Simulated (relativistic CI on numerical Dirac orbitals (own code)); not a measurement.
Calculated at this level of theory: Dirac-Coulomb-Breit CI, orbitals from a KLI potential per configuration, model QED (radiative potential, 1s self-energy scaled to tabulated hydrogen-like ionisation energies), unscaled Slater integrals (own radial code, finite nucleus).

The strongest absorption lines from the ground level of an ion, among the configurations computed and to levels below about 571 eV (vacuum wavelength in nm, gf): 4.4818 (1.2), 4.5113 (4.1), 4.5134 (3.3), 4.5148 (0.98), 4.5923 (0.38), 5.7297 (0.45), 6.0498 (1.2), 6.4172 (2.1).

Task: Which ion is it?
A. Ho XXXIV
B. Bi L
C. Re XL
D. Re XLII

Result: D. Re XLII has 34 electrons and the ground level 4s2 4p4 3P_2; the strongest line goes to 4s2 4p3 4d 3D°_3. The pattern of lines fixes the number of electrons, and along that sequence the line energies rise steadily with the charge (about as its square where n changes within one kind of shell, about linearly where n is kept but much faster in heavy ions where fine structure, which grows about as Z⁴, sets the gap, and irregularly where shells cross), which fixes Z. Configurations outside the model, such as inner-shell arrays, can give stronger lines. At this charge energies of transitions that change n are usually good to better than 1 %, and those within a shell (Δn = 0) to a few per cent.

LS names give the leading component of a level, which can be under half, so a name can repeat, a term be missing and a line seem to break the LS rules.
